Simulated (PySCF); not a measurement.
The numbers below are computed, except where a source is named.
A d2 ion sits in a regular octahedral field with 10Dq = 10583 cm⁻¹, B = 942 cm⁻¹ and C = 3542 cm⁻¹.

Question: Which are the lowest 7 multiplets of ligand-field theory, and at what energies?

Answer: 
```
state  E / cm⁻¹   E/B  CASSCF root / cm⁻¹
 3T1g         0   0.0                   0
 3T2g      9307   9.9                9623
 1T2g     13283  14.1               13601
  1Eg     13769  14.6               14120
 3A2g     19890  21.1               20667
 3T1g     22154  23.5               22431
 1T2g     24923  26.5               25052
```

Δ/B = 11.2 on the Tanabe–Sugano diagram. The parameters were fitted to the CASSCF roots of [VCl6]3-, shown in the last column; over these levels the model misses the roots by 382 cm⁻¹ rms. CASSCF lacks dynamic correlation, so its B and C lie well above those fitted to measured bands.
